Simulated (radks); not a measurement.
Results of a calculation; reference values are marked as such.
Ne2+, 8 electrons, occupied as [He] 2s1 2p4 3d1 (not the ground configuration). Code: a radial shooting solver on a logarithmic mesh with Libxc functionals. Model: scalar-relativistic Kohn-Sham, PW91, spin-polarised, spherical densities, point nucleus; open shells are filled with parallel spins first. Some entries of the table are withheld. Estimate them.

orbital  occ.  eigenvalue (eV)  <r^2> (bohr^2)  r(max) (bohr)
1s up       1        -904.4254         0.03363         0.1025
1s down     1        -900.8847         0.03346         0.1025
2s up       1         -96.0494          0.7478            (1)
2s down     0         -87.0569          0.7876            (2)
2p up       3         -73.2068          0.7059         0.5597
2p down     1         -64.2829          0.7634         0.5660
3s up       0         -22.1382             (3)          2.226
3p up       0         -17.4734           8.756            (4)
3d up       1         -11.7554           11.40          2.679
4f up       0          -5.0516           42.65          5.718

Answer. 
(1) 2s up r(max) (bohr): 0.6445
(2) 2s down r(max) (bohr): 0.6517
(3) 3s up <r^2> (bohr^2): 7.161
(4) 3p up r(max) (bohr): 2.451
